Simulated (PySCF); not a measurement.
Relaxation of singlet TaN(OH)₂

These are results of B3LYP in PySCF with Ta def2-SVP with ECP60, N def2-SVP, O def2-SVP, H def2-SVP; scalar-relativistic core potentials, no spin–orbit coupling; density-fitted integrals, not measurements. A (50,194) grid was used.

A hand-made T-shaped (ligand arrangement 1) (heavy-atom frame) start, of C2 symmetry, held to at least that symmetry:

```xyz
6
charge 0 multiplicity 1, angstrom
Ta    0.0000    0.0000   -0.1248
N     0.0000    0.0000    1.7352
O     2.0887    0.0000   -0.0519
O    -2.0887    0.0000   -0.0519
H     2.7054   -0.7354   -0.0303
H    -2.7054    0.7354   -0.0303
```

Question: What does it relax to?

Answer: It ends at C2v with O–H 0.965 Å (×2), Ta–N 1.699 Å, Ta–O 1.957 Å (×2); H–O–Ta 133.8° (×2), N–Ta–O 112.2° (×2), O–Ta–O 135.5° (after a last refinement on a finer grid). The frequency run here used a shortcut that can spoil soft modes, so no verdict on minimum or saddle point is given.

Question: How much energy is released, and in how many steps?

Answer: 293.4 kJ/mol in 13 steps.

No spin–orbit coupling is included, which matters more the heavier the element.

The relaxation took about 2.1 core-minutes on a shared host.
